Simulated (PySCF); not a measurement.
**Adding and removing an electron: GeH**

r²SCAN; PySCF, no relativity, basis sets Ge pcseg-1, H pcseg-1. Neutral (UKS): doublet (π ↑), Re = 1.599 Å, ωe = 1903 cm⁻¹, De = 2.92 eV, HOMO -4.69 eV, LUMO -4.01 eV.

GeH⁺ (UKS): singlet (closed shell), Re = 1.587 Å, ωe = 2016 cm⁻¹, De = 3.03 eV to Ge⁺ + H. The energies at the minima are -2077.27436 hartree for GeH and -2076.97990 for GeH⁺.

Q: Work out the adiabatic ionisation energy, without and with harmonic zero-point energies (1 hartree = 27.2114 eV, 1 eV = 8065.5 cm⁻¹), and the change of the bond length.

A: At r²SCAN: 0.29446 hartree = 8.013 eV between the minima; the zero-point term (2016.0 − 1903.0)/2 cm⁻¹ = +0.007 eV makes it 8.020 eV. Re changes by -1.2 pm against the neutral. The electron leaves a π orbital, which is non-bonding in a hydride.

For an ion De counts to the pair picked by the measured ionisation energies or electron affinities, which need not be the lowest pair at this level. States were picked by a PBE0 search and need not be the measured ground states.
